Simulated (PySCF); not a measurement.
Al(H)(OMe)2 (C2H7AlO2), SMILES C[O][AlH][O]C.

Geometry: B3LYP-D3(BJ)/def2-SVP. The structure was generated by enumeration; whether it is a known compound was not checked. Other conformers were not sampled.

Two levels are set side by side: TDA-PBE/def2-SVPD (PySCF) and TDA-PBE0/def2-SVPD (PySCF). Vertical, same geometry. The lowest singlet is HOMO→LUMO 100 % with PBE and HOMO→LUMO+1 98 % with the other functional; states are paired by order. Differences are taken from unrounded values.

| quantity | TDA-PBE0 |
|---|---|
| lowest singlet excitation (eV) | 6.48 |
| lowest triplet excitation (TDA) (eV) | 6.21 |
| first bright state (f over 0.05) (eV) | 6.99 |
| its oscillator strength | 0.10 |

Q: What does TDA-PBE give, and how far is it from TDA-PBE0? (Estimate from the structure and the level; the computed values follow.)

A: 
```tsv
quantity	TDA-PBE	TDA-PBE minus TDA-PBE0
lowest singlet excitation (eV)	5.58	-0.90
lowest triplet excitation (TDA) (eV)	5.39	-0.81
first bright state (f over 0.05) (eV)	6.11	-0.88
its oscillator strength	0.09	-0.01
```

Functionals without exact exchange tend to place singlet excitations lower, as here. Differences between two approximate levels are no errors against the true value.

Rough cost on one machine, each run with all the roots and properties that it gave: TDA-PBE0 against TDA-PBE about 2 times.
